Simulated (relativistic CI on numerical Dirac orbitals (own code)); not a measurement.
**Crystal-field levels of Pd⁵⁺, 4d5**

Calculated by Dirac-Coulomb-Breit CI, orbitals from a KLI potential per configuration, model QED (radiative potential, 1s self-energy scaled to tabulated hydrogen-like ionisation energies), valence Slater integrals scaled by 0.85, one configuration in a parametric crystal field (own radial code).

Field parameters in Wybourne normalisation: D3d B²₀ = −7Dσ, B⁴₀ = −14Dq − 21Dτ, B⁴₃ = −14√(10/7) Dq. The field is a parameter set, without covalency.

S is read from ⟨S²⟩ = S(S + 1).

Levels (cm⁻¹, degeneracy): 0 (2), 2750 (2), 7057 (2), 19471 (2), 19576 (2), 19915 (2), 20343 (2), 23529 (2), 23627 (2), 27588 (2), 27902 (2), 28188 (2).

(1) Which field gives this pattern?
A. D3d, 10Dq = 35100, Dσ = 110, Dτ = 340 cm⁻¹
B. D3d, 10Dq = 35100, Dσ = 1200, Dτ = 340 cm⁻¹
C. D3d, 10Dq = 35100, Dσ = 760, Dτ = 340 cm⁻¹
D. D3d, 10Dq = 35100, Dσ = 330, Dτ = 340 cm⁻¹

## Answers

(1) B. D3d, 10Dq = 35100, Dσ = 1200, Dτ = 340 cm⁻¹, ground level with S = 0.54.
